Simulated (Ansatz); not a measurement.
Computed with Ansatz.

Basis-set series for `OB1OC1Cl`. The species carries charge 0 and has multiplicity 1. Geometry: relaxed with PBE0-D4/def2-TZVP. It is one conformer, not always the lowest.

```tsv
functional	basis	functions	energy (Eh)	HOMO (eV)	LUMO (eV)
PBE0-D4	def2-SVP	84	-674.16102	-7.71	0.63
PBE0-D4	def2-QZVPP	358	-674.59733	-7.93	-0.12
ωB97M-V	def2-SVP	84	-674.45860	-9.94	2.53
ωB97M-V	def2-QZVPP	358	-674.89718	-10.21	1.09
```

(1) Give the rows for def2-TZVPP. (Estimate.)

Results:

(1) The calculation gave: 
| functional | basis | functions | energy (Eh) | HOMO (eV) | LUMO (eV) |
| --- | --- | --- | --- | --- | --- |
| PBE0-D4 | def2-TZVPP | 194 | -674.57178 | -7.89 | 0.11 |
| ωB97M-V | def2-TZVPP | 194 | -674.87303 | -10.16 | 1.55 |

Positive LUMOs are unbound and depend on the basis.
